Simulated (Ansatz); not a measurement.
Redistribution: SnH2(CH3)F + SiH3(SnH3) → SnH2(CH3)(SiH3) + SnH3F

Species: SnH2(CH3)F, singlet; SiH3(SnH3), singlet; SnH2(CH3)(SiH3), singlet; SnH3F `[F][SnH3]`, singlet. The partners trade F for SiH3; both sit on Sn, so the bond types are kept.

Shapes, held fixed at every level: PBE0-D4/def2-TZVP. Programs: Ansatz 0.2.0. The zero-point and thermal change to 298 K, harmonic and unscaled (PBE0-D4/def2-TZVP), is +0.3 kJ/mol.

```csv
level,kind,ΔH(298 K) (kJ/mol),less CCSD(T)/def2-TZVPP
SPW92/def2-TZVPP,LDA,+12.5,+2.2
PBE-D4/def2-TZVPP,GGA,+10.4,+0.1
BHLYP-D4/def2-TZVPP,global hybrid,+10.6,+0.3
MP2/def2-SVP,perturbation theory,+9.5,-0.8
MP2/def2-TZVPP,perturbation theory,+9.8,-0.5
CCSD(T)/def2-SVP,coupled cluster or CI,+10.0,-0.3
CCSD/def2-SVP,coupled cluster or CI,+10.4,+0.1
CCSD(T)/def2-TZVPP,coupled cluster or CI,+10.3,0.0
```

The highest level, CCSD(T)/def2-TZVPP, gives ΔH(298 K) = +10.3 kJ/mol; the levels span +9.5 to +12.5. The column of differences is taken from that level and isn't an error. No measured value is set beside it here. For atoms past krypton def2 sets carry core potentials with scalar relativity. Correlated rows may include outer-core shells of Sn, which these sets cover unevenly.
